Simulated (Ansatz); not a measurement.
System: chloro(dimethoxy)borane, C2H6BClO2, charge 0, multiplicity 1. 
Geometry from a B3LYP-D3(BJ)/def2-TZVP (Ansatz, an electronic-structure program) optimisation:
```
B
O 1 1.3469
O 1 1.3469 2 118.24
C 3 1.4227 1 124.35 2 180.00
H 4 1.0879 3 106.98 1 180.00
H 4 1.0910 5 109.48 3 -120.32
H 4 1.0910 5 109.48 6 -119.35
C 2 1.4227 1 124.35 3 -180.00
H 8 1.0879 2 106.98 1 180.00
H 8 1.0910 9 109.48 2 -120.32
H 8 1.0910 9 109.48 10 -119.35
Cl 1 1.8006 2 120.88 8 0.00
```
Charge 0, spin multiplicity 1.

Total electronic energies in hartree. Correlated levels leave the core frozen unless marked. Spin-orbit coupling is left out. No relativistic terms. Basis-set limits of correlation are two-point, X^-3; Hartree-Fock from the larger set.

| level | program | energy (Eh) |
|---|---|---|
| HF/aug-cc-pV(D+d)Z | Ansatz | -713.31062 |
| HF/cc-pV(T+d)Z | Ansatz | -713.39146 |
| RI-HF/aug-cc-pV(Q+d)Z | Ansatz | -713.41380 |
| PBE-D3(BJ)/def2-TZVPD | Ansatz + dftd3 | -715.07467 |
| revPBE-D3(BJ)/def2-TZVPD | Ansatz + dftd3 | -715.41684 |
| revPBE-D4/def2-TZVPD | Ansatz + dftd4 | -715.42398 |
| PBE0-D4/def2-TZVP | Ansatz + dftd4 | -715.12762 |
| r2SCANh-D4/def2-TZVPD | Ansatz + dftd4 | -715.38571 |
| HSE06-D3(BJ)/def2-TZVPD | Ansatz + dftd3 | -715.10645 |
| HSE06-D4/def2-TZVPD | Ansatz + dftd4 | -715.10773 |
| CAM-B3LYP-D3(BJ)/def2-TZVPD | Ansatz + dftd3 | -715.48247 |
| MP2/STO-3G | Ansatz | -705.33664 |
| MP2/CBS(cc-pV(T+d)Z,cc-pV(Q+d)Z) | Ansatz | -714.6643 |
| CCSD(T)/cc-pV(T+d)Z | Ansatz | -714.58530 |
| CCSD(T)/CBS(cc-pV(T+d)Z,cc-pV(Q+d)Z) | Ansatz | -714.7459 |

Totals of different functionals don't rank their quality; only differences between species are comparable.
